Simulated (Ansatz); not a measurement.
# A geometry optimisation of BF2H6NSi2 with PBE0-D4/def2-SVP

The starting geometry of this gas-phase singlet was optimised with GFN2-xTB; its bonds are those of `FBN([SiH3])[SiH2]F`.

```yaml
atoms:
  - { symbol: B, position_ang: [2.6216, 0.8017, 1.0098] }
  - { symbol: F, position_ang: [1.8922, 1.5723, 1.8144] }
  - { symbol: F, position_ang: [2.1117, -2.6160, -0.8176] }
  - { symbol: N, position_ang: [1.9594, -0.1443, 0.2173] }
  - { symbol: Si, position_ang: [0.1897, -0.1964, 0.3679] }
  - { symbol: Si, position_ang: [2.8137, -1.1724, -0.8910] }
  - { symbol: H, position_ang: [3.7806, 0.9668, 1.0108] }
  - { symbol: H, position_ang: [-0.2652, -1.2153, -0.5739] }
  - { symbol: H, position_ang: [-0.1158, -0.5464, 1.7535] }
  - { symbol: H, position_ang: [-0.3081, 1.1279, -0.0062] }
  - { symbol: H, position_ang: [2.6247, -0.7125, -2.2591] }
  - { symbol: H, position_ang: [4.1791, -1.3870, -0.4532] }
```

Task: Where would you expect an optimisation with PBE0-D4/def2-SVP to take it?

Result: It keeps its bonds, and is `FBN([SiH3])[SiH2]F`.

The energy falls by 0.16 eV over 14 steps:

```
step  E − E(last) (eV)
   1             0.165
   2             0.050
   4             0.022
   5             0.012
   7             0.005
   8             0.002
  10             0.000
  11             0.000
  13             0.000
  14             0.000
```

Final geometry (Å):

```tsv
atom	x (Å)	y (Å)	z (Å)
B	2.6637	0.6708	1.1342
F	1.9756	1.4519	1.9697
F	2.6507	-2.7199	-0.3669
N	1.9439	-0.1303	0.2121
Si	0.1624	-0.0792	0.2642
Si	2.7930	-1.1877	-0.8850
H	3.8695	0.6843	1.1974
H	-0.3118	-1.0329	-0.7793
H	-0.3322	-0.5087	1.6006
H	-0.3259	1.2927	-0.0480
H	2.1631	-1.1323	-2.2283
H	4.2314	-0.8302	-0.8980
```

No frequencies were run, so the end isn't proven a minimum. Run with Ansatz 0.2.0, 29 s on 2 threads of Intel(R) Xeon(R) 6975P-C (Granite Rapids), on a shared host.
